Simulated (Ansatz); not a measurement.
**SiH3Br (SMILES [SiH3]Br): where methods fail along a bond**

The species is SiH3Br (5 atoms), meant as a singlet with charge 0. SMILES: `[SiH3]Br`. Geometry: relaxed at PBE0-D4/def2-TZVP.

```xyz
5

Si   -0.1474    0.0561   -0.0432
Br    1.8530   -0.7051    0.5433
H    -1.0646   -0.1052    1.1079
H    -0.6256   -0.7313   -1.2023
H    -0.0155    1.4856   -0.4056
```

The Si1–H3 distance is scanned; the parts on either side stay rigid. Basis STO-3G, 14 core orbitals frozen in the correlated methods; program Ansatz 0.2.0. FCI is exact within this basis and core. Energies in eV from each method's value at 1.481 Å; methods without a U are spin-restricted. The shape above is that at 1.481 Å.

```
distance (Å)  BHLYP  CAM-B3LYP  wB97M-V  HSE06  CCSDT   FCI
       1.481   0.00       0.00     0.00   0.00   0.00  0.00
       1.851   1.44       1.35     1.35   1.30   1.22  1.22
       2.221   3.54       3.36     3.35   3.24   2.90  2.90
       2.961   6.81       6.53     6.57   6.18   4.59  4.59
       3.701   8.39       8.11     8.28   7.51   4.85  4.84
```

Departure from the FCI curve at its largest: BHLYP +3.55 eV at 3.70 Å; CAM-B3LYP +3.27 eV at 3.70 Å; wB97M-V +3.45 eV at 3.70 Å; HSE06 +2.67 eV at 3.70 Å; CCSDT +0.01 eV at 3.70 Å. Restricted functionals keep the electrons paired too, and rise too high.
